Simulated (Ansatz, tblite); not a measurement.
Isomers of S₇⁻ (doublet), found by a short tight-binding search and relaxed with r2SCAN-D4/def2-SVPD in Ansatz.

The xTB rows come from tblite. Correlated methods freeze 35 core orbitals.

Run but left out: HF/STO-3G, HF/def2-SVPD, MP2/def2-SVPD (B: ⟨S²⟩ 1.24 to 1.47, where a pure state has 0.75).

Other spin states weren't relaxed.

A:

Cartesian coordinates in Å:
```
S 1.097 1.992 -0.194
S 0.823 -1.011 -1.754
S 0.081 -2.481 -0.615
S -1.972 -1.181 1.121
S -0.203 1.706 1.410
S -1.962 0.752 0.598
S 2.137 0.223 -0.566
```

B:

```xyz
7

S     0.616   -0.783   -0.851
S    -1.899    1.336   -0.384
S    -0.546   -0.455    2.243
S    -0.750    1.488    1.401
S    -0.666    1.132   -1.992
S     2.061   -1.402   -2.016
S     1.183   -1.317    1.599
```

C:

```
atom   x (Å)   y (Å)   z (Å)
  S1   0.287  -2.674   1.433
  S2  -0.218   3.955  -1.325
  S3   0.408  -0.098  -0.835
  S4   0.829  -4.098   0.142
  S5   1.181  -0.794   0.980
  S6  -1.426   0.852  -0.510
  S7  -1.061   2.857   0.114
```

D:

```xyz
7

S     0.292    1.380    0.773
S    -1.151    0.332   -0.303
S     0.613    3.755   -1.682
S     0.230   -3.325    2.033
S     1.577    2.361   -0.626
S    -0.419   -1.573   -0.827
S    -1.143   -2.930    0.632
```

Problem. Estimate their order by electronic energy at PBE0-D4/def2-TZVPD, counted from the lowest.

Solution. A (0.0) < C (28.4) < D (28.9) < B (37.7), in kJ/mol. Gaps under about 2 kJ/mol are ties within the noise of geometry and basis.

Problem. Do the other levels pick the same lowest one?

Solution. Not GFN2-xTB. Energies above each level's lowest (kJ/mol):

| level | A | B | C | D |
| --- | --- | --- | --- | --- |
| GFN1-xTB | 0.0 | 28.0 | 6.4 | 8.6 |
| GFN2-xTB | 2.0 | 22.2 | 0.0 | 1.1 |
| PBE-D4/def2-TZVPD | 0.0 | 20.5 | 10.7 | 12.0 |
| revPBE-D4/def2-TZVPD | 0.0 | 19.2 | 11.2 | 12.6 |
| r2SCAN-D4/def2-TZVPD | 0.0 | 23.6 | 8.3 | 10.0 |
| PBE0-D4/def2-TZVPD | 0.0 | 37.7 | 28.4 | 28.9 |
| RPA@PBE/def2-SVPD | 0.0 | 15.3 | 10.9 | 12.3 |
Point groups (tolerance 0.1 Å): A Cs, B Cs, C not assigned, D not assigned. A and C have the same bonds, so they are conformers or stereoisomers. A and D have the same bonds, so they are conformers or stereoisomers. C and D have the same bonds, so they are conformers or stereoisomers. Lower isomers may exist.
